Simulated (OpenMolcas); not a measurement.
Ru2+ (d6) among equal point charges was computed by CASSCF with the d shell active (OpenMolcas, ANO-RCC-VDZP on the metal). Its lowest spin-free states, and all those of the highest spin:

```tsv
2S+1	Degeneracy	E (cm-1)
5	2	0.0
5	3	2703
3	3	15452
3	2	16951
3	3	17936
3	3	17998
3	1	19938
3	3	19992
3	3	20761
3	1	20999
3	2	21790
3	3	22260
```

Is the site octahedral, tetrahedral or cube-like, axial, or of lower symmetry?

The states with 2S+1 = 5 have orbital degeneracies 2, 3. Threefold states need a cubic site. For d6 at this spin an octahedron puts the threefold T2 below the twofold E and a tetrahedron or cube puts the twofold E below the threefold T2, so the site is a tetrahedron or a cube, which this pattern cannot tell apart. The first gap at this spin, 2700 cm-1, is |10Dq| in ligand-field theory. The run had Ru2+ among 4 point charges of -2 e arranged as a tetrahedron (Td), 2.14 Å from the ion.

An orbital doublet at a regular site is open to a Jahn-Teller distortion, which this geometry leaves out. Without dynamic correlation the repulsion within the d shell is too large (B by tens of per cent), so at a given field states of lower spin stand too high. Point charges give a weaker field than real ligands, and real ions of this kind are as a rule low spin; the high spin found here belongs to the model. The ground term spreads over less than 5000 cm-1, several times less than with real ligands, so orbital moments are less quenched and χT lies further from the spin-only value than at real sites. Point charges carry no covalency, so the field is a model and not that of real ligands. No measured value stands beside these numbers.
